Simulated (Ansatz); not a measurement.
Correlation energies of CH7FOSi2 (`OC(F)([SiH3])[SiH3]`) by basis set

```xyz
12

O    -0.6766   -1.2322   -1.0345
C    -0.3958   -0.0246   -0.4114
F    -1.3040    0.9568   -0.8778
Si   -0.6452   -0.1123    1.4848
Si    1.3472    0.5174   -0.9871
H    -1.4983   -1.5977   -0.6851
H     0.4260   -0.9523    2.0784
H    -0.6279    1.2419    2.0881
H    -1.9661   -0.7674    1.7007
H     1.3586    0.6133   -2.4665
H     1.6423    1.8374   -0.3747
H     2.3398   -0.4803   -0.5149
```

Total charge 0; spin multiplicity 1. The structure was optimised at the PBE0-D4/def2-TZVP level. It is one conformer, not always the lowest. Frozen core, restricted reference, Ansatz. CBS rows extrapolate triple and quadruple zeta; past MP2 they add the triple-zeta difference.

```
     basis     HF (Eh)  MP2 corr.
  def2-SVP  -793.72220   -0.71100
def2-TZVPP  -794.19290   -0.91222
def2-QZVPP  -794.22066   -0.98620
```

Q: Estimate the CCSD correlation energy and the (T) correction in each basis where they were run (hartree).

A: 
| basis | CCSD corr. | (T) |
| --- | --- | --- |
| def2-SVP | -0.77018 | -0.01878 |
| def2-TZVPP | -0.96328 | -0.03402 |
| CBS(def2) | -1.09205 | as TZ |
